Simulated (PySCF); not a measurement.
Assignment exercise: C₁₁H₁₀

Cartesian coordinates in Å; atom numbers follow the order of the lines, from 1:
```xyz
21

C     1.417    2.974    0.666
C     0.991    1.878    0.420
C     0.473    0.594    0.133
C     1.323   -0.507   -0.114
C     2.807   -0.297   -0.066
C     0.793   -1.757   -0.393
C    -0.580   -2.010   -0.450
C    -1.392   -0.931   -0.208
C    -0.882    0.333    0.076
C    -2.249    0.948    0.212
C    -2.821   -0.464   -0.104
H     1.789    3.931    0.881
H     3.340   -1.221   -0.273
H     3.105    0.069    0.916
H     3.105    0.454   -0.798
H     1.478   -2.574   -0.576
H    -0.954   -2.998   -0.674
H    -2.482    1.714   -0.526
H    -2.484    1.327    1.205
H    -3.392   -0.529   -1.029
H    -3.394   -0.917    0.703
```

PySCF 2.14 calculation with NMR shieldings at PBE0/pcSseg-1/GIAO and structure optimised with GFN2-xTB; rapidly exchanging positions averaged, a single conformation, in vacuum, no relativistic terms.

Referencing at the same level of theory: ¹³C (186.93 ppm), ¹H (31.72 ppm) vs TMS.

Question: Assign these signals to the numbered atoms. ¹³C{¹H} NMR (computed): δ 156.0, 148.2, 146.6, 132.4, 127.9, 120.7, 95.8, 84.5, 30.3, 29.2, 25.1.

Answer: 
| δ (ppm) | atoms | environment | reason |
| --- | --- | --- | --- |
| 156.0 | C9 | substituted aromatic carbon | – |
| 148.2 | C8 | substituted aromatic carbon | – |
| 146.6 | C4 | substituted aromatic carbon | – |
| 132.4 | C6 | aromatic CH | the aromatic region |
| 127.9 | C7 | aromatic CH | – |
| 120.7 | C3 | substituted aromatic carbon | – |
| 95.8 | C1 | terminal alkyne carbon | sp carbons lie upfield of alkene carbons because the cylindrical π system leaves one tensor component strongly shielded |
| 84.5 | C2 | alkyne carbon | the triple bond shields along its axis, which puts it between sp3 and sp2 carbons |
| 30.3 | C10 | sp3 CH2 on an aromatic ring | a saturated carbon with 2 carbon neighbours and no heteroatom attached |
| 29.2 | C11 | sp3 CH2 on an aromatic ring | – |
| 25.1 | C5 | methyl carbon on an aromatic ring | saturated and bonded to C and H only |

C8 and C4; C10 and C11 lie closer than the usual error of such a calculation, so a measured spectrum could show them in the other order.

Question: Assign these signals to the numbered atoms. ¹H NMR (500 MHz, computed): δ 7.37 (m, 1H), 7.22 (m, 1H), 3.34 (m, 2H), 3.21 (s, 1H), 3.17 (m, 2H), 2.59 (s, 3H).

Answer: 
7.37 → H16, hydrogen on an aromatic CH: aromatic region
7.22 → H17, hydrogen on an aromatic CH
3.34 → H18/H19, hydrogen on an sp3 CH2 on an aromatic ring
3.21 → H12, hydrogen on a terminal alkyne carbon: it lies on the axis of the triple bond, in its shielding cone
3.17 → H20/H21, hydrogen on an sp3 CH2 on an aromatic ring: benzylic-type position, deshielded by the ring
2.59 → H13/H14/H15, hydrogen on a methyl carbon on an aromatic ring: benzylic-type position, deshielded by the ring

H12 and H20/H21 lie closer than the usual error of such a calculation, so a measured spectrum could show them in the other order.

Shifts are as computed. Against solution values, carbons near 30 ppm lie about +3 ppm off and those near 130 ppm about +5 ppm. Of 1211 compounds with measured shifts, 218 miss one by over three times the rms of a fit or turn the order of signals round; such compounds aren't used in these exercises. No couplings were computed; multiplicities are counted from neighbouring protons, with m where these are inequivalent, close in shift, in a saturated or five-membered ring or joined by F or P, and br s for small geminal =CH2 splittings.
